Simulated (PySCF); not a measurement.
Job for PySCF: R-HF/3-21G on BH3 (SMILES B).

```python
from pyscf import gto, scf, dft, mp
from pyscf.data.elements import chemcore

mol = gto.M(
    atom='''
    B    -0.44935254   -0.32521441    0.66950254
    H     0.40567798   -0.88714144    0.03847326
    H    -1.24783784   -1.05692590    1.19111274
    H    -0.87943141    0.69035951    0.20214063
    ''',
    basis='3-21g',
    charge=0, spin=0, verbose=3, max_memory=1800)
mf = scf.RHF(mol)
mf.conv_tol = 1e-8
mf.max_cycle = 100
mf.kernel()
if not mf.converged:
    mf = mf.newton().run(mf.mo_coeff, mf.mo_occ)
```

Program output:

```
converged SCF energy = -26.2228681785131
```

The calculation finished and met its thresholds.

Cost: very roughly 0.06 core-seconds.
